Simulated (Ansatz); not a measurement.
Pulling on the Zn1–H2 bond in H2Zn (SMILES [ZnH2]) (multiplicity 1 held, fragments rigid). Energies count from the point at 1.544 Å.
Geometry at that point (charge 0, multiplicity 1):
```xyz
3

Zn     0.00000     0.00000     0.00000
H      0.00000     0.00000     1.54405
H      0.00000     0.00000    -1.54405
```

Signs of static correlation in def2-TZVPP, with CASSCF(2,2), from Ansatz (a quantum-chemistry and plane-wave program) runs.

| R (Å) | T1 of restricted CCSD | ⟨S²⟩ of UHF | largest double amplitude of restricted CCSD | weight of the CASSCF reference in MRCISD | CASSCF natural occupations |
|---|---|---|---|---|---|
| 1.235 | 0.016 | 0.000 | 0.031 | 0.938 | 1.98 0.02 |
| 1.390 | 0.016 | 0.000 | 0.030 | 0.938 | 1.98 0.02 |
| 1.544 | 0.016 | 0.000 | 0.042 | 0.939 | 1.98 0.02 |
| 1.698 | 0.017 | 0.000 | 0.054 | 0.939 | 1.97 0.03 |
| 1.853 | 0.018 | 0.000 | ___ | 0.940 | 1.96 0.04 |
| 2.084 | 0.019 | 0.000 | ___ | 0.940 | 1.93 0.07 |
| 2.316 | 0.022 | 0.123 | 0.149 | 0.941 | 1.90 0.10 |
| 2.702 | 0.031 | 0.642 | 0.241 | 0.942 | 1.81 0.19 |
| 3.088 | 0.045 | 0.857 | 0.361 | 0.942 | 1.67 0.33 |
| 3.551 | 0.068 | 0.958 | 0.535 | 0.942 | 1.47 0.53 |
| 4.169 | 0.095 | 0.999 | 0.767 | 0.942 | 1.25 0.75 |
| 4.941 | 0.113 | 1.010 | 0.957 | 0.942 | 1.10 0.90 |

Task: Fill in the missing entries.

Result: 
- 1.853, largest double amplitude of restricted CCSD: 0.070
- 2.084, largest double amplitude of restricted CCSD: 0.104

Doubts at one or more of the structures used: a restricted determinant that unrestricted orbitals would lower (R-CCSD(T)/def2-TZVPP); other coupled-cluster roots lie near (R-CCSD(T)/def2-TZVPP); T1 above 0.05 (R-CCSD(T)/def2-TZVPP, U-CCSD(T)/def2-TZVPP); a spin-contaminated determinant (U-CCSD(T)/def2-TZVPP).
